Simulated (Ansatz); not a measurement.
The same path of FH4MgOSi (8 atoms, charge 1, multiplicity 1) was run twice with different band settings. The coordinate that changes most is the dihedral H6–O1–Si2–Mg3.

The calculation used RKS PBE/def2-SVP (Ansatz).

Relaxed end points:

```xyz
8
Properties=species:S:1:pos:R:3
O -0.854 0.091 -0.353
Si 0.443 0.602 0.857
Mg 1.662 -1.470 -0.102
F 0.313 -1.764 -1.333
H -1.565 0.657 -0.721
H -0.531 -0.740 -0.956
H 0.809 1.995 0.435
H -0.276 0.629 2.172
```

```xyz
8
Properties=species:S:1:pos:R:3
O -1.146 0.886 -0.272
Si 0.495 0.293 0.558
Mg 1.026 -2.107 -0.380
F 1.219 -3.670 -1.161
H -1.751 1.461 0.248
H -1.157 1.198 -1.205
H 1.352 1.492 0.259
H -0.038 0.447 1.953
```

Common settings: movable images 5; climbing image yes; spring 5.0 eV/Å²; start path IDPP; force threshold 0.05 eV/Å; iteration limit 60; end points relaxed.

| run | optimiser | largest step |
| --- | --- | --- |
| 1 | quadratic models (default) | default |
| 2 | lbfgs | 0.02 Å |

Problem. What does each run give, and how far can it be trusted?

Solution. Run 1: converged after 6 iterations, highest image 0.365 eV above the first end. A vibrational analysis at the climbing image gives one clearly imaginary mode, 83i cm⁻¹: a first-order saddle point.
Run 2: converged after 26 iterations, highest image 0.365 eV above the first end. Another band between the same ends (5 images) ends at a top of the same energy, where a vibrational analysis finds 1 clearly imaginary mode.
Limits of this set-up: the dipole of an ion depends on the origin.
